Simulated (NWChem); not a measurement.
# MnHSF, sextet; SMILES [Mn]([SH])[F]

```xyz
4

Mn     0.0234    -0.4467     0.0000
F     -0.0051    -2.2287     0.0000
S      0.0478     1.8316     0.0000
H     -1.3032     1.9215     0.0000
```
Atoms are numbered in this order, from 1.

Computed with NWChem. Spin-unrestricted. Medium grid unless said otherwise, to which SCAN and Minnesota functionals are sensitive. In the optimisation the excess spin sits in a' and a" (Cs, its own frame). All runs use the structure optimised with PBE0/def2-SVP, spin-unrestricted. This spin state was assumed; another may lie lower. No stability test was run on the SCF state. Total energies of different functionals are on different scales.

```
level                                 energy (Ha)  highest occupied level (eV)  lowest empty minus highest occupied level, either spin (eV)  dipole (D)  <S²>
------------------------------------  -----------  ---------------------------  -----------------------------------------------------------  ----------  ----
B3LYP/def2-SVP                         -1649.4070                        -6.51                                                         3.46        0.72  8.76
PBE/def2-SVP                           -1648.8568                        -5.43                                                         1.70        0.78  8.76
LDA (Slater exchange, PW92)/def2-SVP   -1644.9795                        -5.54                                                         1.47        0.82  8.76
r2SCAN/def2-SVP                        -1649.2882                   (withheld)                                                   (withheld)        0.84  8.77
OLYP/def2-SVP                          -1649.5944                        -5.30                                                         1.58        0.77  8.76
UHF/def2-SVP                           -1647.1333                        -9.71                                                        10.30        0.79  8.77
MN15-L/def2-SVP                        -1649.1450                        -5.85                                                         3.10        0.85  8.77
KT2/def2-SVP                           -1659.6300                        -5.61                                                         2.08        0.75  8.77
```

Q: Complete the blanks.

A: 
- r2SCAN/def2-SVP, highest occupied level (eV): -5.81
- r2SCAN/def2-SVP, lowest empty minus highest occupied level, either spin (eV): 2.80
